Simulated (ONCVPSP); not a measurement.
## Pseudopotential generation for Se (Z = 34): ONCV, PBE, scalar-relativistic.

Input for ONCVPSP 4.0.1:

```
# ATOM AND REFERENCE CONFIGURATION
# atsym  z   nc   nv     iexc    psfile
  Se 34.00    6    2        4      upf
#
#   n    l    f
    1    0    2.00
    2    0    2.00
    2    1    6.00
    3    0    2.00
    3    1    6.00
    3    2   10.00
    4    0    2.00
    4    1    4.00
#
# PSEUDOPOTENTIAL AND OPTIMIZATION
# lmax
    1
#
#   l,   rc,      ep,       ncon, nbas, qcut
    0    1.25    0.00    4    9    4.70
    1    1.25    0.00    4    9    6.00
#
# LOCAL POTENTIAL
# lloc, lpopt,  rc(5),   dvloc0
    1    5    1.25    0.00
#
# VANDERBILT-KLEINMAN-BYLANDER PROJECTORs
# l, nproj, debl
    0    2    3.40
    1    0    0.40
#
# MODEL CORE CHARGE
# icmod, fcfact, rcfact
    0    0.00    0.00
#
# LOG DERIVATIVE ANALYSIS
# epsh1, epsh2, depsh
   -2.00    5.00    0.02
#
# OUTPUT GRID
# rlmax, drl
    6.00    0.01
#
# TEST CONFIGURATIONS
# ncnf
    4
# nvcnf
#   n    l    f
    2
    4    0    2.00
    4    1    3.00
#
    2
    4    0    2.00
    4    1    2.00
#
    2
    4    0    2.00
    4    1    1.00
#
    2
    4    0    2.00
    4    1    3.50
#
```

Command:

```bash
oncvpsp.x < Se.dat > Se.out
```

Resulting log (shortened: citation, most of the input echo, consistency checks and plot data are left out):

```
ONCVPSP  (Optimized Norm-Conservinng Vanderbilt PSeudopotential)
scalar-relativistic version 4.0.1

#   n    l    f        energy (Ha)
    1    0    2.00    -4.5955541E+02
    2    0    2.00    -5.9063462E+01
    2    1    6.00    -5.1949331E+01
    3    0    2.00    -7.8464607E+00
    3    1    6.00    -5.6219110E+00
    3    2   10.00    -1.9523039E+00
    4    0    2.00    -6.3530042E-01
    4    1    4.00    -2.3929200E-01

Reference configufation results
  iterations    24
  all-electron total energy (Ha)   -2.42996348D+03

Begin loop to  construct optimized pseudo wave functions
and semi-local pseudopoentials for all angular momenta

   Wellstate for l =  0  n =  6
     eigenvalue =   2.7647
     asymptotic potential =   3.2647
     half-point radius =  3.1460

Calculating optimized projector #   1

 for l=   0

    Fraction of norm inside rc  0.193931
    Optimizing pswf for qcut=   4.71 a_B^-1,  ecut=  11.08 Ha
    Residual kinetic energy error=  1.51D-03 Ha

    Energy error per electron        Cutoff
         Ha          eV             Ha
         0.01000     0.27211        7.82
         0.00100     0.02721       18.26
         0.00010     0.00272      140.54
         0.00001     0.00027      170.97

Calculating optimized projector #   2

 for l=   0

    Fraction of norm inside rc  0.074986
    Optimizing pswf for qcut=   4.71 a_B^-1,  ecut=  11.08 Ha
    Residual kinetic energy error=  1.91D-02 Ha

    Energy error per electron        Cutoff
         Ha          eV             Ha
         0.01000     0.27211       23.21
         0.00100     0.02721      173.13
         0.00010     0.00272      202.99
         0.00001     0.00027      261.34

Calculating optimized projector #   1

 for l=   1

    Fraction of norm inside rc  0.093522
    Optimizing pswf for qcut=   6.01 a_B^-1,  ecut=  18.06 Ha
    Residual kinetic energy error=  3.54D-03 Ha

    Energy error per electron        Cutoff
         Ha          eV             Ha
         0.01000     0.27211        3.22
         0.00100     0.02721      100.56
         0.00010     0.00272      173.04
         0.00001     0.00027      228.90

Construct Vanderbilt / Kleinmman-Bylander projectors

B matrix Hermiticity error, ll=   0
   1   2   -2.4608E-04

  Orthonormal projector coefficients  2.6947E+01 -5.9412E+00

Pseudoatom total energy   -9.316028

Diagnostic tests using Vanderbilt-Kleinman-Bylander pseudopotentials
  1 or more projectors used as specified by nproj input data

   l    rcore       rmatch      e in        delta e   norm test  slope test

   0   1.2544648   1.2925531  -0.6353004   0.0000012   1.0000353   1.0000200
   0   1.2544648   1.2925531   2.7646996   0.0000055   1.0011918   1.0011918

   1   1.2544648   1.2925531  -0.2392920   0.0000092   1.0000229   1.0000206

 Testing for bound ghosts
   n   l    E NL Schr. Eq   E Basis Diag.   E Cutoff

   1   0       -0.635299       -0.608837    219.80

 Testing for highly-localized positive-energy ghosts
       l    <radius>/rc     E Basis Diag.   E Cutoff

       0        0.362827        3.815680    219.80  WARNING - GHOST(+)

Test configuration 0

   n   l     f        eae           eps        diff
   1   0  2.0000 -459.55540933
   2   0  2.0000  -59.06346228
   2   1  6.0000  -51.94933099
   3   0  2.0000   -7.84646070
   3   1  6.0000   -5.62191104
   3   2 10.0000   -1.95230395
   4   0  2.0000   -0.63530042   -0.63529925    1.17D-06
   4   1  4.0000   -0.23929200   -0.23928280    9.20D-06

    Total energies and differences
      AE_ref= -2.42996348D+03  AE_tst= -2.42996348D+03  dif=  0.00D+00
      PS_ref= -9.31602813D+00  PS_tst= -9.31602813D+00  dif=  2.13D-14
      PSP excitation error= -2.13D-14

Test configuration 1

   n   l     f        eae           eps        diff
   1   0  2.0000 -459.94626711
   2   0  2.0000  -59.45124352
   2   1  6.0000  -52.33751397
   3   0  2.0000   -8.23244357
   3   1  6.0000   -6.00783338
   3   2 10.0000   -2.33760164
   4   0  2.0000   -0.98705246   -0.98712168   -6.92D-05
   4   1  3.0000   -0.56618812   -0.56634660   -1.58D-04

    Total energies and differences
      AE_ref= -2.42996348D+03  AE_tst= -2.42956493D+03  dif=  3.99D-01
      PS_ref= -9.31602813D+00  PS_tst= -8.91736778D+00  dif=  3.99D-01
      PSP excitation error= -1.11D-04

Test configuration 2

   n   l     f        eae           eps        diff
   1   0  2.0000 -460.40626776
   2   0  2.0000  -59.90500246
   2   1  6.0000  -52.79205652
   3   0  2.0000   -8.68249154
   3   1  6.0000   -6.45771085
   3   2 10.0000   -2.78616712
   4   0  2.0000   -1.38307407   -1.38345397   -3.80D-04
   4   1  2.0000   -0.93578866   -0.93651690   -7.28D-04

    Total energies and differences
      AE_ref= -2.42996348D+03  AE_tst= -2.42881713D+03  dif=  1.15D+00
      PS_ref= -9.31602813D+00  PS_tst= -8.16905113D+00  dif=  1.15D+00
      PSP excitation error= -6.34D-04

Test configuration 3

   n   l     f        eae           eps        diff
   1   0  2.0000 -460.92534538
   2   0  2.0000  -60.41417354
   2   1  6.0000  -53.30244946
   3   0  2.0000   -9.18567668
   3   1  6.0000   -6.96057891
   3   2 10.0000   -3.28692252
   4   0  2.0000   -1.81255605   -1.81321760   -6.62D-04
   4   1  1.0000   -1.33821102   -1.33975851   -1.55D-03

    Total energies and differences
      AE_ref= -2.42996348D+03  AE_tst= -2.42768273D+03  dif=  2.28D+00
      PS_ref= -9.31602813D+00  PS_tst= -7.03332344D+00  dif=  2.28D+00
      PSP excitation error= -1.96D-03

Test configuration 4

   n   l     f        eae           eps        diff
   1   0  2.0000 -459.74127619
   2   0  2.0000  -59.24815080
   2   1  6.0000  -52.13417662
   3   0  2.0000   -8.03046385
   3   1  6.0000   -5.80589545
   3   2 10.0000   -2.13605401
   4   0  2.0000   -0.80469483   -0.80470191   -7.08D-06
   4   1  3.5000   -0.39655699   -0.39659098   -3.40D-05

    Total energies and differences
      AE_ref= -2.42996348D+03  AE_tst= -2.42980510D+03  dif=  1.58D-01
      PS_ref= -9.31602813D+00  PS_tst= -9.15762576D+00  dif=  1.58D-01
      PSP excitation error= -2.86D-05
```

The run took about 2.3 s on one core of a shared server CPU.
